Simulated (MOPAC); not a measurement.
MOPAC input (PM3):

```
PM3 FORCE THERMO(298,298) PRECISE LET CHARGE=-1 GEO-OK AUX(PRECISION=9) THREADS=1
HClFSi

Si   -0.78144719 1   -0.48978319 1   -0.19627118 1
F    -1.28095554 1    1.04254343 1   -0.04948330 1
Cl    1.37369269 1   -0.07336769 1    0.11991135 1
H    -1.06250279 1   -1.02672384 1    1.22016810 1
```

From the output:

```
     H    4   2.178950   0.408291   0.196044   2.297954

          HEAT OF FORMATION =    -157.850542 KCALS/MOLE

          ZERO POINT ENERGY       7.134 KCAL/MOL

           NORMAL COORDINATE ANALYSIS (Total motion = 1 Angstrom)

   Root No.       1         2         3         4         5         6

                 1 A       2 A       3 A       4 A       5 A       6 A

                 241.8     372.0     677.4     822.9     896.9    1979.6

           1   -0.1273   -0.0218    0.0009   -0.0109   -0.3226   -0.0060
           2   -0.1068    0.3707   -0.0322    0.0031   -0.0119   -0.0042
           3   -0.0079    0.0062    0.0289    0.0375    0.0088   -0.0318
           4   -0.1273    0.0044    0.0012   -0.0331    0.4676   -0.0030
           5    0.4006   -0.0344    0.0076   -0.0031    0.0005   -0.0002
           6    0.0056    0.0010   -0.0038   -0.0453   -0.0098   -0.0020
           7    0.1718    0.0164   -0.0001    0.0012   -0.0003    0.0001
           8   -0.1250   -0.2839   -0.0048   -0.0006    0.0097   -0.0004
           9    0.0034   -0.0059   -0.0181   -0.0003    0.0002   -0.0001
          10   -0.0952   -0.0520   -0.0457    0.8850    0.1876    0.2219
          11   -0.1767    0.3048    0.9230   -0.0075   -0.0184    0.1342
          12   -0.0043    0.0129   -0.0990   -0.1803   -0.0659    0.9278

           MASS-WEIGHTED COORDINATE ANALYSIS (NORMAL COORDINATES)

   Root No.       1         2         3         4         5         6

                 1 A       2 A       3 A       4 A       5 A       6 A

                 241.8     372.0     677.4     822.9     896.9    1979.6

           1   -0.2807   -0.0441    0.0052   -0.0599   -0.6404   -0.0326
           2   -0.2355    0.7500   -0.1765    0.0173   -0.0236   -0.0227
           3   -0.0175    0.0126    0.1585    0.2068    0.0174   -0.1713
           4   -0.2308    0.0074    0.0055   -0.1501    0.7633   -0.0132
           5    0.7266   -0.0573    0.0341   -0.0141    0.0008   -0.0007
           6    0.0101    0.0017   -0.0169   -0.2052   -0.0160   -0.0090
           7    0.4255    0.0372   -0.0006    0.0075   -0.0007    0.0004
           8   -0.3098   -0.6453   -0.0293   -0.0037    0.0216   -0.0024
           9    0.0084   -0.0133   -0.1113   -0.0021    0.0004   -0.0008
          10   -0.0398   -0.0199   -0.0474    0.9236    0.0705    0.2268
          11   -0.0738    0.1168    0.9572   -0.0078   -0.0069    0.1371
          12   -0.0018    0.0050   -0.1027   -0.1881   -0.0248    0.9480

          DESCRIPTION OF VIBRATIONS

 VIBRATION          1    1A          ATOM PAIR     ENERGY CONTRIBUTION    RADIAL
 FREQUENCY           241.77         Si1 -- F 2         +35.9% ( 82.6%)      0.3%
 TRANSITION DIPOLE   0.5434         Si1 -- Cl3         +34.3% ( 80.8%)      4.5%
 TRAVEL (Ang.)       0.1700         Si1 -- H 4         +29.8% ( 75.3%)      8.1%
 REDUCED MASS        9.6503
 EFFECTIVE MASS     25.8959
 FORCE CONSTANT      0.3323

 VIBRATION          2    2A          ATOM PAIR     ENERGY CONTRIBUTION    RADIAL
 FREQUENCY           372.01         Si1 -- Cl3         +57.2% (100.8%)     99.7%
 TRANSITION DIPOLE   2.2039         Si1 -- F 2         +23.1% ( 64.1%)      0.4%
 TRAVEL (Ang.)       0.1094         Si1 -- H 4         +19.6% ( 59.1%)      1.9%
 REDUCED MASS       15.1478
 EFFECTIVE MASS     31.2707
 FORCE CONSTANT      1.2351

 VIBRATION          3    3A          ATOM PAIR     ENERGY CONTRIBUTION    RADIAL
 FREQUENCY           677.40         Si1 -- H 4         +97.0% ( 98.5%)      0.9%
 TRANSITION DIPOLE   0.5675         Si1 -- F 2          +1.5% ( 12.4%)      0.0%
 TRAVEL (Ang.)       0.3212         Si1 -- Cl3          +1.5% ( 12.1%)     22.9%
 REDUCED MASS        0.9651
 EFFECTIVE MASS      1.9212
 FORCE CONSTANT      0.2609

 VIBRATION          4    4A          ATOM PAIR     ENERGY CONTRIBUTION    RADIAL
 FREQUENCY           822.90         Si1 -- H 4         +96.1% ( 94.3%)      3.6%
 TRANSITION DIPOLE   0.7365         Si1 -- F 2          +2.6% ( 15.6%)      4.6%
 TRAVEL (Ang.)       0.2958         Si1 -- Cl3          +1.2% ( 10.7%)      1.6%
 REDUCED MASS        0.9366
 EFFECTIVE MASS      2.1854
 FORCE CONSTANT      0.3737

 VIBRATION          5    5A          ATOM PAIR     ENERGY CONTRIBUTION    RADIAL
 FREQUENCY           896.89         Si1 -- F 2         +73.3% ( 99.6%)     99.9%
 TRANSITION DIPOLE   3.1454         Si1 -- H 4         +13.8% ( 43.2%)      1.8%
 TRAVEL (Ang.)       0.0819         Si1 -- Cl3         +12.9% ( 41.8%)      0.2%
 REDUCED MASS       11.1993
 EFFECTIVE MASS     22.3914
 FORCE CONSTANT      5.3078

 VIBRATION          6    6A          ATOM PAIR     ENERGY CONTRIBUTION    RADIAL
 FREQUENCY          1979.60         Si1 -- H 4         +99.7% (100.0%)     99.9%
 TRANSITION DIPOLE   0.9154         Si1 -- Cl3          +0.1% (  3.6%)      0.9%
 TRAVEL (Ang.)       0.1871         Si1 -- F 2          +0.1% (  3.5%)      1.4%
 REDUCED MASS        0.9729
 EFFECTIVE MASS      1.2990
 FORCE CONSTANT      2.2463

      SYMMETRY NUMBER FOR POINT-GROUP C1  =  1

          SYSTEM IS A GROUND STATE

 HClFSi

          MOLECULE IS NOT LINEAR

          THERE ARE  6 GENUINE VIBRATIONS IN THIS SYSTEM
          THIS THERMODYNAMICS CALCULATION IS LIMITED TO
          MOLECULES WHICH HAVE NO INTERNAL ROTATIONS

                    CALCULATED THERMODYNAMIC PROPERTIES
                                          *
   TEMP. (K)   PARTITION FUNCTION   H.O.F.    ENTHALPY  HEAT CAPACITY ENTROPY
                                   KCAL/MOL   CAL/MOLE    CAL/K/MOL  CAL/K/MOL

 298.00  VIB.     0.1869D+01                   680.1437     5.3074     3.5250
         ROT.     0.5366D+05                   888.2803     2.9808    24.6223
         INT.     0.1003D+06                  1568.4240     8.2882    28.1473
         TRA.     0.7383D+27                  1480.4672     4.9680    39.1799
         TOT.                     -157.851    3048.8912    13.2562    67.3272

   *: NOTE: HEATS OF FORMATION ARE RELATIVE TO THE
            ELEMENTS IN THEIR STANDARD STATE AT 298K
              (=  Standard Enthalpy of Formation).

            Hvib:  Zero-point energy is not included.
                   frequencies of less than zero cm-1 are not included.
            Hrot = (3/2)RT
            Htra = (3/2)RT + pV = (5/2)RT

            Heat capacity is Cp, not Cv

          For more information, see: HTTP://OpenMOPAC.net/Manual/thermochemistry.html

           FORCE CONSTANT IN CARTESIAN COORDINATES (Millidynes/A)

    ATOM   CHEMICAL       X               Y               Z
   NUMBER   SYMBOL  FORCE CONSTANT  FORCE CONSTANT  FORCE CONSTANT

      1      Si        5.649081        1.622529        2.576955
      2       F        5.460092        0.357839        0.326927
      3      Cl        0.226450        1.337676        0.119996
      4       H        0.465735        0.294707        2.108631

 **********************
 *                    *
 * JOB ENDED NORMALLY *
 *                    *
 **********************
```

The dipole moment of an ion depends on the origin.
